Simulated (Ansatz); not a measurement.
`O[SiH2]S[SiH2][SiH3]` + GeH₄ → `O[SiH2][GeH3]` + `[SiH3][SiH2]S`  (formal exchange of groups at the Si–S bond)

Calculated with Ansatz (gas phase, PBE0-D4/def2-TZVP geometries, no zero-point term in ΔE). CBS: MP2 limit from def2 TZ/QZ plus the TZ coupled-cluster correction, frozen cores. DFT in def2-TZVPP. B3LYP here is the variant with VWN-RPA as its local correlation; programs differ in this. For Ge outer-core shells are correlated without core-valence functions, which leaves a few kJ/mol of doubt a bond. Scalar relativity is left out up to krypton. One conformer a species, not always the lowest.

`O[SiH2]S[SiH2][SiH3]`:

Cartesian coordinates in Å:
```
O 2.670 1.462 0.908
Si 1.044 1.436 1.116
S -0.047 1.714 -0.699
Si -0.119 -0.351 -1.278
Si -1.920 -1.437 -0.256
H 3.057 0.830 0.299
H 0.736 2.580 1.997
H 0.605 0.145 1.708
H 1.172 -1.011 -0.925
H -0.255 -0.376 -2.758
H -3.184 -0.787 -0.694
H -1.955 -2.875 -0.638
H -1.804 -1.329 1.222
```

GeH₄:

Z-matrix (Å, degrees):
```
Ge
H 1 1.534
H 1 1.534 2 109.5
H 1 1.534 2 109.5 3 -120.0
H 1 1.534 2 109.5 3 120.0
```

`O[SiH2][GeH3]`:

Cartesian coordinates in Å:
```
O 1.648 -0.477 -0.930
Si 0.767 0.531 0.039
Ge -1.388 -0.443 0.255
H 2.553 -0.229 -1.124
H 1.404 0.686 1.379
H 0.663 1.896 -0.553
H -2.268 0.448 1.150
H -1.304 -1.836 0.899
H -2.075 -0.577 -1.114
```

`[SiH3][SiH2]S`:

Z-matrix (Å, degrees):
```
Si
Si 1 2.338
H 1 1.487 2 109.5
H 1 1.486 2 110.0 3 119.9
H 1 1.486 2 110.0 3 -119.8
S 2 2.143 1 106.2 3 -179.6
H 2 1.488 1 110.6 3 60.1
H 2 1.488 1 110.6 3 -59.3
H 6 1.344 2 95.4 1 -179.6
```

```
             level  ΔE (kJ/mol)  difference from CCSD(T)/CBS
            PBE-D4         63.2                         -4.1
         r2SCAN-D4         68.5                          1.2
           PBE0-D4         65.5                         -1.8
          B3LYP-D4         66.0                         -1.3
           ωB97X-V         66.0                         -1.3
           ωB97M-V         69.7                          2.4
            B2PLYP         63.8                         -3.5
               PBE         57.3                        -10.0
            r2SCAN         66.7                         -0.6
              PBE0         60.1                         -7.2
             B3LYP         56.6                        -10.7
     HF/def2-TZVPP         63.5                         -3.8
    MP2/def2-TZVPP         74.0                          6.7
SCS-MP2/def2-TZVPP         70.1                          2.8
   CCSD/def2-TZVPP         62.9                         -4.4
CCSD(T)/def2-TZVPP         65.6                         -1.7
     HF/def2-QZVPP         64.2                         -3.1
    MP2/def2-QZVPP         75.2                          7.9
SCS-MP2/def2-QZVPP         71.7                          4.4
      HF/CBS(def2)         64.4                         -2.9
     MP2/CBS(def2)         75.7                          8.4
    CCSD/CBS(def2)         64.6                         -2.7
       CCSD(T)/CBS         67.3                            0
```

Largest T1 diagnostic among the species: 0.012.

The D4 term adds +9.4 kJ/mol with B3LYP and +5.4 kJ/mol with PBE0; it sums over pairs of atoms, weighted by their polarisabilities, and B3LYP, whose exchange is more repulsive, gets the larger term.
